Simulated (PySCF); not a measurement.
**Ionisation energy of Al⁺ by level of theory**

Al⁺ [Ne] 3s2 (1S) → Al²⁺ [Ne] 3s1 (2S), as a difference of total energies. Computed with PySCF 2.14 in aug-cc-pV(Q+d)Z (7s6p5d3f2g, 89 functions), with the non-relativistic Hamiltonian (point nucleus). Correlated levels: valence: [Ne] frozen. The calculations carry no spin-orbit coupling.

| method | ionisation energy (eV) |
| --- | --- |
| UHF | 17.521 |
| LDA | 18.899 |
| PBE | 18.763 |
| PBE0 | 18.656 |
| r2SCAN | 18.380 |
| BLYP | 18.832 |
| revPBE | 18.679 |
| B97-3 | 18.861 |
| TPSS | 18.623 |
| MP2 (valence) | 18.314 |
| SCS-MP2 (valence) | 18.473 |

Task: How much does correlation contribute at MP2 (valence)?

Result: 18.314 − (17.521) = 0.793 eV, measured against UHF.

Errors of the correlated levels include the incompleteness of this basis and the frozen core.

MP2 underrates the near-degeneracy of ns² with np² in the lower species.

For comparison: 18.829 eV (measured; NIST Atomic Spectra Database, ionization energies).
